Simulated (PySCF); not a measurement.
# Reading the logs of faulty runs: GeH4O2Si

Calculated results; nothing here was measured. The program is PySCF 2.14.0, an open-source quantum chemistry code, run on an isolated molecule that a program drew, which may never have been made. The molecule is GeH4O2Si (charge 0, singlet), drawn as the SMILES string `O[Si][GeH2][OH]`.

Each row is a Hartree-Fock (HF) and frozen-core CCSD(T) single point in the cc-pV(D+d)Z basis, meant for a local HF minimum. Run 1 is clean. Each other run has one planted mistake out of seven kinds, and not every kind appears here: one electron removed, one electron added, multiplicity raised by two, geometry at a saddle point, minimal basis STO-3G, one bond length entered in bohr, all coordinates scaled. The reference is restricted for singlets and unrestricted otherwise, and also for a bond in bohr. Adding or removing an electron swaps singlet and doublet. Electrons count all cores. HOMO and LUMO are orbital energies over both spins, the gradient is its largest component, and the lowest frequency (negative if imaginary) is given only where the gradient is small. Bond lengths are over the 7 bonds as drawn. T1 is the CCSD diagnostic: over 0.02 (restricted) or 0.045 (unrestricted) a single reference is doubtful. Germanium has the cc-pVDZ-PP basis, with a core potential (ECP10MDF) in place of its 10 inner electrons, and its 3s, 3p and 3d shells are frozen in CCSD(T).

Geometry of the clean run:
```xyz
8
GeH4O2Si, angstrom
O     2.3957   -0.7500    0.0717
Si    3.3309    0.2401   -0.8355
Ge    1.6446    2.0978   -0.7246
O     0.4419    1.1875    0.2904
H     1.5488   -0.4305    0.3843
H     0.9279    2.5302   -2.0187
H     2.0093    3.3894    0.0331
H    -0.3602    1.6282    0.5287
```

| run | electrons | basis functions | <S^2> | HOMO (eV) | LUMO (eV) | gradient (hartree/bohr) | lowest frequency (cm^-1) | mean bond (Å) | longest bond (Å) | T1 | HF (hartree) | CCSD(T) (hartree) | mistake |
|---|---|---|---|---|---|---|---|---|---|---|---|---|---|
| 1 | 66 | 94 | 0.000 | -8.44 | 0.98 | 9.3e-06 | 89 | 1.5645 | 2.511 | 0.0169 | -734.39075 | -734.99963 | no fault |
| 2 | 66 | 94 | 0.000 | -8.76 | 0.33 | 7.0e-02 | - | 1.7209 | 2.763 | 0.0219 | -734.32880 | -734.95969 | all coordinates scaled |
| 3 | 66 | 94 | 2.016 | -7.23 | -0.05 | 2.3e-02 | - | 1.5645 | 2.511 | 0.0220 | -734.34269 | -734.92796 | ? |
| 4 | 65 | 94 | 0.787 | -16.26 | -6.62 | 4.7e-02 | - | 1.5645 | 2.511 | 0.0233 | -734.11494 | -734.70033 | ? |

**Which mistake was planted in run 3, and what did it cost?**

Electrons, basis and geometry are unchanged, and <S^2> is 2.016, beside S(S+1) = 2.00 for a multiplicity of 3. So the mistake is: multiplicity raised by two. Subtracting run 1 and multiplying by 627.51 kcal/mol a hartree, the energy moved by 30.2 kcal/mol in HF and 45.0 kcal/mol in CCSD(T).

**Which mistake was planted in run 4, and what did it cost?**

It counts 65 electrons, one fewer than the clean run, at the same geometry and basis. So the mistake is: one electron removed. Subtracting run 1 and multiplying by 627.51 kcal/mol a hartree, the energy moved by 173.1 kcal/mol in HF and 187.8 kcal/mol in CCSD(T).

Cautions from the logs. Run 2: T1 is over the limit, so its CCSD(T) energy is less reliable.
